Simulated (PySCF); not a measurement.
# Induced dipoles and field energies

Compound: C3H7NO2Si.
Structure used (GFN2-xTB), in Å, numbered top down from 1:
```xyz
14
C3H7NO2Si angstrom
C      2.943    0.000    0.415
N      1.855    0.601    0.314
C      0.578    0.273    0.042
O      0.068    0.297   -1.051
C     -0.256    0.045    1.306
O     -1.578   -0.161    1.028
Si    -2.391   -0.147   -0.396
H      3.822    0.570    0.688
H      3.069   -1.069    0.243
H     -0.140    0.923    1.958
H      0.158   -0.828    1.834
H     -2.030   -1.241   -1.291
H     -2.409    1.153   -1.056
H     -3.689   -0.418    0.224
```

Level: CAM-B3LYP/def2-SVPD (PySCF); nuclei fixed, core orbitals frozen in the response. Permanent dipole (4.702, -0.828, 1.979) D (1 au = 2.5417 D). Static polarisability (au):

```
x   102.77  -0.51   7.38
y    -0.51  61.73   0.29
z     7.38   0.29  67.97
```

Only the terms in μ and α are kept: μ(F) = μ + αF and ΔE = −μ·F − ½ F·αF.

Task: What do fields of 0.514 V/Å (0.01 au) along the six axis directions do?

Result: 
```
field along  induced x (D)  induced y (D)  induced z (D)  total size (D)  −μ·F (kJ/mol)  −½F·αF (kJ/mol)
         +x          2.612         -0.013          0.188           7.675        -48.569          -13.491
         −x         -2.612          0.013         -0.188           2.871        +48.569          -13.491
         +y         -0.013          1.569          0.007           5.146         +8.553           -8.104
         −y          0.013         -1.569         -0.007           5.645         -8.553           -8.104
         +z          0.188          0.007          1.728           6.190        -20.442           -8.923
         −z         -0.188         -0.007         -1.728           4.598        +20.442           -8.923
```

Task: For the field (-0.0030, -0.0030, 0.0090) au, what is the induced dipole, and what angle does it make with the field?

Result: αF = (-0.611, -0.460, 1.496) D, at 4.0° to the field. The polarisability along this direction, F·αF/F², is 66.29 au, against a mean of 77.49 au.

Task: Which field along μ doubles the dipole in that direction (linear response)?

Result: The polarisability along the dipole is 101.87 au, so F = 2.0333 au / 101.87 au = 0.0200 au = 1.03 V/Å; higher-order terms are ignored.

Task: What field makes μF equal to kT at 400 K?

Result: kT = 1.2667 × 10⁻³ Eh, so F = 0.000623 au = 3.2 MV/cm.

Task: Induction energy −ᾱe²/2R⁴ of a unit charge at 14 Å, the molecule taken as a point?

Result: R = 26.46 bohr, so the energy is −77.5/(2 × 26.46⁴) Eh = -0.208 kJ/mol. The charge–dipole term at its most favourable orientation, −μe/R², is -7.63 kJ/mol.

One conformer (not necessarily the lowest) at the GFN2-xTB geometry, without solvent, vibrations or thermal averaging.
